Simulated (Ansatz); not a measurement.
Reaction (cleavage of the Si–Sb bond): `C[SiH](Cl)[SbH2]` + `BN` → `BN[SiH](C)Cl` + `[SbH3]`

Calculated with Ansatz (gas phase, PBE0-D4/def2-TZVP geometries, no zero-point term in ΔE). CBS: MP2 limit from def2 TZ/QZ plus the TZ coupled-cluster correction, frozen cores. This one scheme is used for every species. DFT in def2-TZVPP. def2 core potentials past Kr. For Sb outer-core shells are correlated without core-valence functions, which leaves a few kJ/mol of doubt a bond. One conformer a species, not always the lowest.

```tsv
level	ΔE (kcal/mol)
PBE-D4	-1.3
PBE0-D4	-2.5
ωB97X-V	-5.6
r2SCAN	-4.4
PBE0	-2.6
SCS-MP2/def2-TZVPP	-6.2
CCSD(T)/def2-TZVPP	-6.2
MP2/CBS(def2)	-3.1
```

Task: What does CCSD(T)/CBS give? (Estimate.)

Result: Computed: -4.3 kcal/mol. The listed levels differ from it by 3.0, 1.8, -1.3, -0.1, 1.7, -1.9, -1.9, 1.2 kcal/mol.

Largest T1 diagnostic among the species: 0.014.

From PBE to PBE0 (25 % exact exchange), in def2-TZVPP and without D4, ΔE moves by −1.2 kcal/mol. In def2-TZVPP, CCSD(T) changes the Hartree–Fock value by +2.6 kcal/mol (the triples alone add +0.5 kcal/mol) and MP2 by +3.7 kcal/mol.
